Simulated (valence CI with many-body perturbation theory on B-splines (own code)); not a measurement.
# Hyperfine factors and g values of Xe³³⁺

Computed by valence CI with perturbative core correlation (CI+MBPT): three valence electrons over a frozen Dirac-Fock core [Ar], a basis of 7 s, 7 p, 8 d, 6 f, 4 g, 1 h functions for each j, with the one-electron correlation potential Σ1, the two-electron term Σ2, the three-electron term Σ3, Breit, model QED; selected CI, second order for the rest, scaled by the run's own slope (own B-spline code, finite nucleus).

The last digits are not significant, and no measured levels were compared; by estimate large intervals hold to a few tenths of a per cent, small ones and those within an open d or f shell to about a per cent. Only levels of the ground parity were solved; by the run's estimate the other parity begins above the list, which can be wrong where configurations are misplaced.

A/g_I is the dipole constant over the nuclear g factor μ/I (μ in nuclear magnetons, uniformly magnetised nucleus), B/Q the quadrupole constant per barn. Both hold the static response of the core; the bare values leave it out. Large factors of s and p1/2 electrons are usually good to 5 to 10 %; those of open d and f shells near neutrality can be off by tens of per cent, and small factors of p3/2, d and f electrons come from cancelling terms and can be off by a factor of two or in sign, in half-filled shells by more. B is blank for J = 1/2, where it vanishes, and for nearly pure S terms. Energies count from the lowest level.

Levels are named by their leading jj configuration (3d3/2^4 stands for four electrons in 3d with j = 3/2), which in mixed levels can hold well under half, so a name can repeat and another be missing. Letters in brackets count levels of one name in rising energy.

| Level | E (cm⁻¹) | g | A/g_I (MHz) | A/g_I bare | B/Q (MHz/b) | B/Q bare |
| --- | --- | --- | --- | --- | --- | --- |
| (3d3/2^3) J=3/2 | 0 | 0.585 | 33300 | 32800 | -14600 | -14900 |
| (3d3/2^2 3d5/2) J=5/2 [a] | 89031 | 1.041 | 18800 | 18900 | -8600 | -8780 |
| (3d3/2^2 3d5/2) J=7/2 | 132340 | 1.115 | 18600 | 18800 | 240 | 234 |
| (3d3/2^2 3d5/2) J=3/2 | 132800 | 1.279 | 15000 | 15300 | -7800 | -7950 |
| (3d3/2^2 3d5/2) J=9/2 | 145780 | 1.107 | 20000 | 20200 | 14600 | 14900 |
| (3d3/2^2 3d5/2) J=1/2 | 155270 | 1.955 | -15200 | -14000 |  |  |
| (3d3/2 3d5/2^2) J=7/2 [a] | 234350 | 1.024 | 17700 | 17700 | 4650 | 4740 |
| (3d3/2^2 3d5/2) J=5/2 [b] | 236330 | 1.473 | 7490 | 8060 | 20300 | 20700 |
| (3d3/2 3d5/2^2) J=9/2 | 248480 | 1.122 | 16400 | 16500 | 10800 | 11000 |
| (3d3/2 3d5/2^2) J=3/2 [a] | 276770 | 1.156 | 17600 | 17800 | -19300 | -19600 |
| (3d3/2 3d5/2^2) J=1/2 | 290310 | 1.371 | -4020 | -3500 |  |  |
| (3d3/2 3d5/2^2) J=11/2 | 303250 | 1.086 | 18100 | 18200 | 41300 | 42100 |
| (3d3/2 3d5/2^2) J=5/2 [a] | 322810 | 1.175 | 13700 | 13900 | 9740 | 9920 |
| (3d3/2 3d5/2^2) J=5/2 [b] | 341130 | 1.022 | 16000 | 16000 | 12400 | 12600 |
| (3d3/2 3d5/2^2) J=7/2 [b] | 357050 | 1.115 | 18200 | 18300 | 9360 | 9560 |
| (3d5/2^3) J=9/2 | 384480 | 1.108 | 14000 | 14200 | 8800 | 8970 |
| (3d5/2^3) J=3/2 | 403110 | 1.169 | 18300 | 18500 | 8280 | 8430 |
| (3d3/2 3d5/2^2) J=3/2 [b] | 499000 | 0.850 | 25000 | 24900 | 19300 | 19700 |
| (3d5/2^3) J=5/2 | 526450 | 1.149 | 13900 | 14100 | 9300 | 9480 |

Question: Take the isotope of mass number 129, with I = 1/2, μ = -0.77796 μN. What is the hyperfine structure of (3d3/2^3) J=3/2?

Answer: From the table A = -51800 MHz. Shifts from the centre of gravity in MHz: F = 1: 64800, F = 2: -38800.
